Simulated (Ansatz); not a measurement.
**Match the barriers**

Saddle point of Si$_{2}$H$_{4}$Cl$_{2}$, closed shell (Si₂H₄Cl₂ ([SiH3][SiH]([Cl])[Cl]) → SiCl₂ + SiH₄; bonds formed: Si2–H3; bonds broken: Si1–Si2, Si1–H3), PBE0-D4/def2-TZVP structure:

Si1  (-0.283, 1.265, 0.004)
Si2  (0.432, -0.928, -0.514)
H3  (-0.230, -0.174, 0.910)
Cl4  (-2.299, 1.529, 0.357)
Cl5  (0.747, 2.346, 1.432)
H6  (-0.842, -1.364, -1.130)
H7  (1.524, -0.733, -1.507)
H8  (0.950, -1.941, 0.448)
(Å)

Program: Ansatz 0.2.0. Basis: def2-TZVPP, with def2-QZVPP for the basis limit. Cores are frozen in the correlated methods. Extrapolation: Hartree–Fock as exp(−7.88 √X), correlation as X^−2.97. Four methods, as single points on the PBE0-D4 structures, gave these electronic barriers from the start structure: 44.08, 49.22, 55.52, 63.21 kcal/mol.

Question: The methods were, in alphabetical order, BHLYP-D4, HF, r2SCAN-D4, SPW92. Which gave which? (A judgement: the text doesn't fix the answer.)

Answer: By the calculation: SPW92 44.08; r2SCAN-D4 49.22; BHLYP-D4 55.52; HF 63.21 kcal/mol. For comparison, CCSD(T) at an estimated basis limit (MP2 extrapolated from triple and quadruple zeta, plus CCSD(T) − MP2 in triple zeta) gives 52.25 kcal/mol.

The T1 diagnostic stays at or below 0.013.

Losses and insertions of silylenes and their heavier kin drive the gas-phase chemistry of silicon and germanium vapour deposition.

Labels in which every atom is bracketed show which atoms are joined, not bond orders.

For scale, one of the runs: CCSD(T)/def2-TZVPP, 224 basis functions, launched by `ansatz run in.yaml --threads 4 --pin off --events-out ev --progress --plain --max-ram 9574MiB`. Time: 72 s of wall clock on 4 CPU threads of an Arm Neoverse V1; the host was shared. Peak host memory: 3.1 GiB.
